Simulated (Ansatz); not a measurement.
Cost and result for the atomization energy of `C=N[SiH](S)S` (10 atoms, 9 bonds).

```xyz
10

C    -0.2328    1.4652    1.2344
N    -0.5001    0.6477    0.3166
Si    0.5454   -0.6112   -0.2576
S    -0.4473   -2.4496    0.1400
S     0.9659   -0.1724   -2.2957
H    -0.9660    2.2263    1.5235
H     0.7139    1.4815    1.7947
H     1.8728   -0.7249    0.4025
H    -1.6354   -1.9832   -0.2832
H    -0.3163    0.1207   -2.5751
```

The species carries charge 0 and has multiplicity 1. All single points use the PBE0-D4/def2-TZVP geometry. It is one conformer, not always the lowest. Program: Ansatz. All runs use 4 threads of an Intel Xeon Platinum 8375C on a shared host. Times are those of one run each, without the atoms' runs, and a repeat can differ threefold. Electronic energies, without spin–orbit coupling; frozen cores. CCSD(T)/CBS adds CCSD(T) − MP2 in def2-TZVPP to the MP2 limit, and its time is that of the two runs behind it. T1 = 0.013. HSE06 is the plane-wave form, built on full-range PBE exchange.

CCSD(T)/CBS is a level of theory with its own doubt, some kJ/mol a heavy atom from the limit and from the frozen cores, so smaller differences don't rank the functionals.

| level | functions | wall time |
| --- | --- | --- |
| BLYP-D4/def2-TZVPP | 258 | 2.5 s |
| PBE-D4/def2-TZVPP (with forces) | 258 | 3.1 s |
| revPBE-D4/def2-TZVPP | 258 | 3.3 s |
| HSE06-D4/def2-TZVPP | 258 | 4.7 s |
| PBE0-D4/def2-TZVPP | 258 | 4.7 s |
| CCSD(T)/def2-SVP | 107 | 5 s |
| r2SCAN-D4/def2-TZVPP (with forces) | 258 | 6 s |
| r2SCANh-D4/def2-TZVPP | 258 | 6.5 s |
| B97M-V/def2-TZVPP | 258 | 10 s |
| ωB97M-V/def2-TZVPP (with forces) | 258 | 12 s |
| MP2/def2-QZVPP | 474 | 26 s |
| CCSD(T)/def2-TZVPP | 258 | 120 s |
| CCSD(T)/CBS(def2) | – | 2.4 min |

Q: What atomization energy does each give, and how far from CCSD(T)/CBS? (Best estimate.)

A: Computed: 
| level | atomization (kJ/mol) | difference from CCSD(T)/CBS | per bond |
| --- | --- | --- | --- |
| BLYP-D4/def2-TZVPP | 3462.3 | 4.8 | 0.5 |
| PBE-D4/def2-TZVPP (with forces) | 3535.0 | 77.5 | 8.6 |
| revPBE-D4/def2-TZVPP | 3453.9 | -3.6 | -0.4 |
| HSE06-D4/def2-TZVPP | 3463.8 | 6.3 | 0.7 |
| PBE0-D4/def2-TZVPP | 3461.0 | 3.5 | 0.4 |
| CCSD(T)/def2-SVP | 3174.2 | -283.3 | -31.5 |
| r2SCAN-D4/def2-TZVPP (with forces) | 3464.0 | 6.5 | 0.7 |
| r2SCANh-D4/def2-TZVPP | 3437.2 | -20.3 | -2.3 |
| B97M-V/def2-TZVPP | 3490.8 | 33.3 | 3.7 |
| ωB97M-V/def2-TZVPP (with forces) | 3485.1 | 27.6 | 3.1 |
| MP2/def2-QZVPP | 3463.2 | 5.7 | 0.6 |
| CCSD(T)/def2-TZVPP | 3339.4 | -118.1 | -13.1 |
| CCSD(T)/CBS(def2) | 3457.5 | 0.0 | 0.0 |

From BLYP to BHLYP (50 % exact exchange), in def2-TZVPP and without D4, the atomization energy moves by −91.7 kJ/mol: exact exchange takes away binding that semilocal exchange gives to molecules. In def2-TZVPP, CCSD(T) changes the Hartree–Fock value by +948.3 kJ/mol (the triples alone add +67.2 kJ/mol) and MP2 by +1002.1 kJ/mol; breaking electron pairs costs correlation energy, which Hartree–Fock lacks. Leaving LDA and LC-ωPBE aside and taking each functional with its dispersion term where it has one, the values, not all of them listed here, spread over 188.1 kJ/mol, from BHLYP-D4 to PBE-D4. LDA lies +470.0 kJ/mol from PBE without D4, its usual overbinding.
